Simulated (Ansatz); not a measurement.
Two isomers of ClFGeH4OSi: A = `F[SiH](Cl)[O][GeH3]`, B = `F[SiH2][O][GeH2][Cl]`.

Computed with Ansatz on PBE0-D4/def2-TZVP structures; ΔE is electronic, products minus reactants. CCSD(T)/CBS is the MP2 limit (def2-TZVPP, def2-QZVPP) plus CCSD(T) − MP2 in def2-TZVPP, frozen cores. DFT in def2-TZVPP. B3LYP here is the variant with VWN-RPA as its local correlation; programs differ in this. For Ge outer-core shells are correlated without core-valence functions, which leaves a few kJ/mol of doubt a bond. Scalar relativity is left out up to krypton. Each species was taken in one conformer, which may not be the lowest.

Q: Which is lower in electronic energy at CCSD(T)/CBS, and by how much? (Estimate.)

A: Ansatz gave: A, by 8.1 kcal/mol.

Q: Give E(B) − E(A) in kcal/mol with BLYP-D4, PBE-D4, B3LYP, CCSD(T)/def2-TZVPP, HF/def2-TZVPP, LDA (SPW92), MP2/def2-TZVPP. (Best estimate.)

A: The calculation gave: BLYP-D4 7.3, PBE-D4 7.9, B3LYP 7.1, CCSD(T)/def2-TZVPP 7.5, HF/def2-TZVPP 6.0, LDA (SPW92) 9.5, MP2/def2-TZVPP 7.6. None reverses the order clearly.

Q: Does the order hold for the free energy at 298.15 K (harmonic terms from PBE0-D4)? (Estimate.)

A: Computed: Yes: G(B) − G(A) = +8.5 kcal/mol, for one conformer each. Modes under 60 cm⁻¹, often nearly free rotors, make the harmonic entropy too high.

Largest T1 diagnostic: 0.011.

Leaving LDA and LC-ωPBE aside and taking each functional with its dispersion term where it has one, the values, not all of them listed here, spread over 1.8 kcal/mol, from BLYP-D4 to B97M-V. LDA lies +1.7 kcal/mol from PBE without D4. At CCSD(T), def2-SVP lies −1.5 kcal/mol from the extrapolated value and def2-TZVPP −0.6 kcal/mol.
